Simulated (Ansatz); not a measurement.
Relaxation of AlClH$_{5}$NS (9 atoms, charge 0, multiplicity 1), to a largest force component of 0.03 eV/Å in at most 50 steps.

Level of theory: RHF/def2-SVP in Ansatz.

```xyz
9
Properties=species:S:1:pos:R:3:forces:R:3
Al -0.143 0.583 -0.445 -0.02 0.28 0.09
Cl -0.184 -0.030 2.930 0.12 1.28 -0.32
H 1.198 -0.201 -0.630 0.02 0.00 0.01
N -1.695 -0.017 -1.026 0.00 -0.01 -0.01
H -1.830 -0.932 -1.414 0.00 0.00 0.00
H -2.573 0.463 -0.991 0.00 0.00 0.01
S -0.043 2.663 0.406 -0.01 -0.25 -0.16
H -1.356 2.914 0.361 0.00 0.02 -0.01
H -0.064 1.245 2.588 -0.12 -1.32 0.39
```

Q: Where does it end, and by what steps?

A: The run converged. After 5 steps the energy has fallen by 0.049 eV; H9 moved furthest, 0.21 Å.

```json
{"step": "0", "energy less start (eV)": "0.0000", "largest force component (eV/Å)": "1.323", "accepted": "yes"}
{"step": "1", "energy less start (eV)": "-0.0380", "largest force component (eV/Å)": "0.670", "accepted": "yes"}
{"step": "2", "energy less start (eV)": "-0.0479", "largest force component (eV/Å)": "0.119", "accepted": "yes"}
{"step": "3", "energy less start (eV)": "-0.0485", "largest force component (eV/Å)": "0.082", "accepted": "yes"}
{"step": "4", "energy less start (eV)": "-0.0488", "largest force component (eV/Å)": "0.052", "accepted": "yes"}
{"step": "5", "energy less start (eV)": "-0.0489", "largest force component (eV/Å)": "0.025", "accepted": "yes"}
```

```xyz
9
Properties=species:S:1:pos:R:3
Al -0.158 0.618 -0.476
Cl -0.164 -0.077 2.989
H 1.184 -0.175 -0.631
N -1.704 -0.016 -1.042
H -1.826 -0.936 -1.421
H -2.590 0.450 -1.003
S -0.050 2.682 0.332
H -1.355 2.968 0.250
H -0.027 1.176 2.781
```

Whether the end is a true minimum wasn't checked by a vibrational analysis.

Run time: 14 s on 1 thread of Arm Neoverse V1, on a shared host, peak memory 0.17 GiB.
